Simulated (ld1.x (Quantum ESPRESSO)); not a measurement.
## Sc, PAW: configuration errors across variants

```json
{"Element": "Sc (Z = 21)", "Generator": "ld1.x (Quantum ESPRESSO) 7.5", "Type": "PAW", "Functional": "PBEsol", "Relativity": "scalar-relativistic", "Frozen core": "[Ar]", "Valence charge": "3", "Reference configuration": "3d1 4s2 4p0", "Partial waves": "4s (bound): rcut 2.50, rcutus 3.40 bohr; 4s channel at 1.35 Ry: rcut 2.50, rcutus 3.40 bohr; 4p (bound, empty): rcut 3.35, rcutus 3.95 bohr; 4p channel at 4.05 Ry: rcut 3.35, rcutus 3.95 bohr; 3d (bound): rcut 2.00, rcutus 2.50 bohr; 3d channel at 1.35 Ry: rcut 2.00, rcutus 2.50 bohr", "Local potential": "all-electron potential smoothed inside 2.70 bohr (lloc = -1)", "Core correction": "a·sin(br)/r model core, default radius (core density twice the valence density)", "Augmentation charge": "GAUSS, radius 2.15 bohr"}
```

All-electron excitation energies from the reference (eV): (1) 3d1 4s1 4p0 6.903; (2) 3d1 4s0 4p0 19.554; (3) 3d1 4s1.5 4p0 2.758.

The overlap operator is not positive definite (basis up to 400 Ry) in “waves 4p (bound): rcut 3.35, rcutus 5.66 bohr; 4p channel at 4.05 Ry: rcut 3.35, rcutus 5.66 bohr”. Such files are unfit for use, however small their errors in these radial tests.

A true bound ghost makes a file unfit for plane-wave use even where its test errors are small: the radial tests pick states by their node count and pass the ghost by.

Errors AE − PS in meV (a dash: test not solved or not reliable):

```csv
change,(1),(2),(3),bound ghosts
base,-2.7,-31,-0.5,none
"waves 4p (bound): rcut 2.38, rcutus 2.52 bohr; 4p channel at 4.05 Ry: rcut 2.38, rcutus 2.52 bohr",-2.7,-31,-0.5,p
"waves 4p (bound): rcut 3.02, rcutus 3.20 bohr; 4p channel at 4.05 Ry: rcut 3.02, rcutus 3.20 bohr",-2.7,-31,-0.5,none
"waves 4p (bound): rcut 3.35, rcutus 4.58 bohr; 4p channel at 4.05 Ry: rcut 3.35, rcutus 4.58 bohr",-2.7,-31,-0.5,none
"waves 4p (bound): rcut 3.35, rcutus 5.00 bohr; 4p channel at 4.05 Ry: rcut 3.35, rcutus 5.00 bohr",-2.7,-31,-0.5,p
"waves 4p (bound): rcut 3.35, rcutus 5.66 bohr; 4p channel at 4.05 Ry: rcut 3.35, rcutus 5.66 bohr",-2.7,-31,-0.5,not determined (overlap not positive)
```

Q: Give the same row for: waves 4p (bound): rcut 3.35, rcutus 4.04 bohr; 4p channel at 4.05 Ry: rcut 3.35, rcutus 4.04 bohr.

A: -2.7, -31, -0.5; bound ghosts: none.
